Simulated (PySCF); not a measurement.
C$_{2}$H$_{6}$Cl$_{2}$OSi (SMILES CO[Si](C)(Cl)Cl), singlet, at a GFN2-xTB geometry. Base run: M062X/6-31G in PySCF.

Here is a job for PySCF.
```python
from pyscf import gto, scf, dft, solvent

mol = gto.Mole()
mol.atom = '''
    C     1.95871471   -1.42320075   -0.95738345
    O     1.05562012   -0.34826231   -0.99326302
    Si   -0.24694263   -0.03985647   -0.08089111
    C    -1.70570970   -1.21735757   -0.39298968
    Cl   -0.68771059    1.83824719   -0.61881098
    Cl    0.27172651   -0.15222592    1.87933414
    H     1.49351703   -2.32162017   -1.36698834
    H     2.28282343   -1.62183035    0.06571724
    H     2.81876465   -1.14829085   -1.56686265
    H    -2.59060605   -0.90965854    0.15614209
    H    -1.96720895   -1.23926978   -1.44752740
    H    -1.47135460   -2.23425290   -0.08855618
'''
mol.basis = '6-31g'
mol.verbose = 4
mol.build()

mf = dft.RKS(mol)
mf.xc = 'm062x'
mf.kernel()
mf.analyze()
```

The base run was repeated with changes; each row names its change, and settings that it needs were set with it.

```tsv
change	ΔE vs base (kcal/mol)	dipole (D)	HOMO-LUMO gap (eV)
base	0.000	3.83	11.42
model = COSMO; solvent = methanol	-6.12	4.72	11.23
model = IEF-PCM; solvent = methanol; r_probe = 0.5	-2.86	4.40	11.28
model = IEF-PCM; solvent = dichloromethane	-5.31	4.60	11.25
model = IEF-PCM; solvent = methanol; vdw_scale = 1.1	-8.26	4.84	11.23
model = ddCOSMO; solvent = methanol	-5.28	4.62	11.27
model = C-PCM; solvent = methanol	-6.22	4.73	11.22
model = IEF-PCM; solvent = methanol; lebedev_order = 41	-6.14	4.72	11.22
model = IEF-PCM; solvent = water	-6.31	4.75	11.22
model = IEF-PCM; solvent = methanol; vdw_scale = 1.0	-11.66	4.95	11.26
model = IEF-PCM; solvent = methanol; lebedev_order = 11	-5.95	4.70	11.22
model = IEF-PCM; solvent = methanol	-6.12	4.72	11.22
```

The base is the gas phase, so ΔE is the electrostatic part of solvation at a fixed geometry, without cavity and dispersion terms.
